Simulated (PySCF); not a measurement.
F2H5NSSi2, SMILES F[SiH](F)S[SiH2]N.

Geometry optimised at ωB97X-D3(BJ)/def2-SVP. This is a generated structure with no PubChem entry under its InChIKey; it may be hypothetical. One conformer was computed; it need not be the lowest.

Level of theory: PBE/def2-TZVP in PySCF.

The molecule is in vacuum.

Computed frontier levels, gap, dipole moment and polarisability:
| Item | Value |
|---|---|
| highest occupied level | -6.46 eV |
| lowest empty level | -0.97 eV |
| orbital gap | 5.49 eV |
| dipole moment | 0.513 e·Å |
| quadrupole, principal values (traceless, Buckingham form, about the centre of nuclear charge) | -6.53, -4.47, 10.99 D·Å |
| mean static polarisability | 77.6 bohr³ (11.50 Å³) |
| polarisability, principal values | 62.7, 70.2, 100.0 bohr³ |
